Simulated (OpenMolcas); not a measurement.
## neutral phosphorus: effect of the basis set

* Program: OpenMolcas
* Method: CASSCF
* Active space: 5 electrons in 8 orbitals (3s 3p 4s 4p)
* State averaging: 2S+1 = 4 odd, 1 root; 2S+1 = 2 odd, 8 roots; 2S+1 = 4 even, 3 roots; 2S+1 = 2 even, 9 roots
* Spin-orbit coupling: state interaction with AMFI integrals over the reference wave functions, term energies averaged over their components

A. ANO-R2 [5s4p3d1f], X2C, finite nucleus; cost of the order of 30 core-seconds
B. ANO-RCC-VQZP [6s5p3d2f1g], DKH2, point nucleus; cost roughly 14 core-seconds
C. ANO-RCC [8s7p5d4f2g], DKH2, point nucleus; cost roughly 22 core-seconds

Energies in cm-1 above 3s2 3p3 4S* 3/2, the measured ground level; measured values from NIST Handbook of Basic Atomic Spectroscopic Data.

| Level | A | B | C | Measured |
| --- | --- | --- | --- | --- |
| 3s2 3p3 4S* 3/2 | 0.0 | 0.0 | 0.0 | 0.0 |
| 3s2 3p3 2D* 3/2 | 14849 | 14649 | 14644 | 11361 |
| 3s2 3p3 2D* 5/2 | 14870 | 14670 | 14665 | 11377 |
| 3s2 3p3 2P* 1/2 | 19947 | 19548 | 19539 | 18723 |
| 3s2 3p3 2P* 3/2 | 19961 | 19560 | 19552 | 18748 |

Deviations, from unrounded energies. A percentage is the sum of absolute deviations over the sum of measured energies, with the sign that they share, or ± where signs differ.

| Against measurement | Levels | A | B | C |
| --- | --- | --- | --- | --- |
| mean absolute deviation (cm-1) | 4 | 2400 | 2100 | 2000 |
| other terms of the ground configuration (%) | 4 | +15.6 | +13.7 | +13.6 |

B, C lie about equally close to measurement and A furthest from it. The largest miss of C in the table is 3s2 3p3 2D* 5/2, by +3300 cm-1. The ranking rests on the paired levels alone, and a cruder setting can come out closer through cancelling errors.

Among A to C the level of the table that moves most is 3s2 3p3 2P* 3/2, by 410 cm-1 (lowest in C, highest in A).

Without dynamic correlation excited terms often stand tens of per cent too high (terms of higher spin than the ground term too low), and those without a measured partner can miss by more than the paired ones. The run also gave levels led by 3s2 3p2 4s, which use shells meant for correlation; these and all levels above them are left out. No level of 3s 3p4 was computed, though it lies in the active space (holds for B; C). Computed and measured levels are paired by configuration, term and J; levels that our copy of the source lacks, or whose pairing is in doubt (as where it misses far off the trend of its configuration), stay unpaired and out of the deviations. Levels of configurations outside the active space are missing. Levels that lie high or do not pair safely by name in every column are left out.

* marks odd parity.
